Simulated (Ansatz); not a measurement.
`C[O][Sn][Cl]` + `CC(C)O[SiH3]` → `CC(C)[O][Sn][Cl]` + `CO[SiH3]`  (redistribution)

Gas-phase electronic energies from Ansatz, PBE0-D4/def2-TZVP geometries. CCSD(T)/CBS is the MP2 limit (def2-TZVPP, def2-QZVPP) plus CCSD(T) − MP2 in def2-TZVPP, frozen cores. DFT in def2-TZVPP. def2 core potentials past Kr. For Sn outer-core shells are correlated without core-valence functions, which leaves a few kJ/mol of doubt a bond. Each species was taken in one conformer, which may not be the lowest.

```
           species  PBE0-D4 energy (Eh)
    `C[O][Sn][Cl]`           -789.50416
    `CC(C)O[SiH3]`           -484.82506
`CC(C)[O][Sn][Cl]`           -868.07569
        `CO[SiH3]`           -406.25239
```

Question: Work out ΔE.

Answer: ΔE = (-868.07569) + (-406.25239) − (-789.50416) − (-484.82506) = 0.00114 Eh = +0.7 kcal/mol. CCSD(T)/CBS gives +0.4 kcal/mol.

Largest T1 diagnostic among the species: 0.017.

In def2-TZVPP, CCSD(T) changes the Hartree–Fock value by −1.3 kcal/mol (the triples alone add −0.3 kcal/mol) and MP2 by −1.6 kcal/mol. The D4 term adds −1.2 kcal/mol with B3LYP and −0.7 kcal/mol with PBE0; it sums over pairs of atoms, weighted by their polarisabilities, and B3LYP, whose exchange is more repulsive, gets the larger term.

B3LYP here is the variant with VWN-RPA as its local correlation; programs differ in this.
